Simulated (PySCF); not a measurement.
# Excitation energy of Hf by level of theory

Hf [Xe] 4f14 5d2 6s2 (3F) → Hf [Xe] 4f14 5d3 6s1 (5F), as a difference of total energies. Computed with PySCF 2.14 in x2c-TZVPPall, with the spin-free X2C one-electron Hamiltonian (Gaussian nucleus). Correlated levels: valence: [Xe] 4f14 frozen. The calculations carry no spin-orbit coupling.

| method | excitation energy (cm⁻¹) |
| --- | --- |
| UHF | 7695.4 |
| MP2 (valence) | 12411 |
| SCS-MP2 (valence) | 16221 |
| CCSD (valence) | 13342 |
| CCSD(T) (valence) | 13841 |

A first-order spin-orbit estimate (lowest level to lowest level, LS coupling) adds 0.060 eV.
